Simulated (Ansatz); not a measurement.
CH$_{4}$FNOSi (`NC1(F)O[SiH2]1`) from Hartree–Fock to CCSD(T)

```csv
atom,x (Å),y (Å),z (Å)
N1,0.535,0.789,-1.155
C2,0.361,0.248,0.122
F3,1.114,0.881,1.092
O4,0.587,-1.147,0.180
Si5,-1.003,-0.842,0.636
H6,1.493,0.672,-1.469
H7,0.285,1.768,-1.178
H8,-1.317,-1.064,2.063
H9,-2.055,-1.305,-0.292
```

The species carries charge 0 and has multiplicity 1. All single points use the PBE0-D4/def2-TZVP geometry. It is one conformer, not always the lowest. Frozen core, restricted reference, Ansatz 0.2.0. CBS rows extrapolate triple and quadruple zeta; past MP2 they add the triple-zeta difference.

```json
{"basis": "def2-SVP", "HF (Eh)": "-557.54349", "MP2 corr.": "-0.76350", "CCSD corr.": "?", "(T)": "-0.02178", "CCSD(T) total": "?"}
{"basis": "def2-TZVPP", "HF (Eh)": "-557.98312", "MP2 corr.": "?", "CCSD corr.": "-0.99679", "(T)": "?", "CCSD(T) total": "?"}
{"basis": "def2-QZVPP", "HF (Eh)": "-558.00472", "MP2 corr.": "-1.05252", "CCSD corr.": "–", "(T)": "–", "CCSD(T) total": "–"}
{"basis": "CBS(def2)", "HF (Eh)": "?", "MP2 corr.": "-1.11055", "CCSD corr.": "-1.13317", "(T)": "as TZ", "CCSD(T) total": "?"}
```

**Question.** Fill in the withheld values. (Estimate.)

**Answer.** Ansatz gave: def2-SVP CCSD corr.: -0.79706; def2-SVP CCSD(T) total: -558.36233; def2-TZVPP MP2 corr.: -0.97417; def2-TZVPP (T): -0.03895; def2-TZVPP CCSD(T) total: -559.01886; CBS(def2) HF (Eh): -558.00769; CBS(def2) CCSD(T) total: -559.17981.
